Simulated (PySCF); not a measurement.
C₃H₇O (SMILES C[C-](C)O), charge -1, singlet, at a GFN2-xTB geometry (in this run its highest filled SCF level lies above zero, so its values depend strongly on the basis, on diffuse functions most of all); CAMB3LYP/6-31G, TDA (PySCF).

Input for PySCF:
```python
from pyscf import gto, scf, dft, tdscf

mol = gto.Mole()
mol.atom = '''
    O     0.07243737    1.40320982   -0.19733602
    C    -0.00374291    0.03902709    0.51456769
    H     0.67877388    1.90342080    0.35574421
    C    -1.29548155   -0.57666788   -0.04347091
    C     1.16825520   -0.77939168   -0.07495182
    H    -1.32161314   -0.69032542   -1.14781489
    H     1.15603930   -0.89633139   -1.17974156
    H    -2.15685030    0.03773779    0.23654104
    H     2.12944108   -0.31822607    0.18678398
    H    -1.44057069   -1.57307732    0.39121968
    H     1.16109647   -1.78668206    0.35908608
'''
mol.basis = '6-31g'
mol.charge = -1
mol.verbose = 3
mol.build()

mf = dft.RKS(mol)
mf.xc = 'camb3lyp'
mf.kernel()
td = mf.TDA()
td.nstates = 10
td.kernel()
td.analyze()
```

Output, abridged:

```
converged SCF energy = -193.492225173486
Excitation energies (eV)
[3.98766519 5.09312145 5.59664347 6.06706848 6.89037124 7.08675494
 7.32044153 7.41935217 8.01512506 8.48240121]

** Singlet excitation energies and oscillator strengths **
Excited State   1:      3.98767 eV    310.92 nm  f=0.0034
Excited State   2:      5.09312 eV    243.43 nm  f=0.0400
Excited State   3:      5.59664 eV    221.53 nm  f=0.0015
Excited State   4:      6.06707 eV    204.36 nm  f=0.0193
Excited State   5:      6.89037 eV    179.94 nm  f=0.1774
Excited State   6:      7.08675 eV    174.95 nm  f=0.0513
Excited State   7:      7.32044 eV    169.37 nm  f=0.0098
Excited State   8:      7.41935 eV    167.11 nm  f=0.1668
Excited State   9:      8.01513 eV    154.69 nm  f=0.0540
Excited State  10:      8.48240 eV    146.17 nm  f=0.0344
```
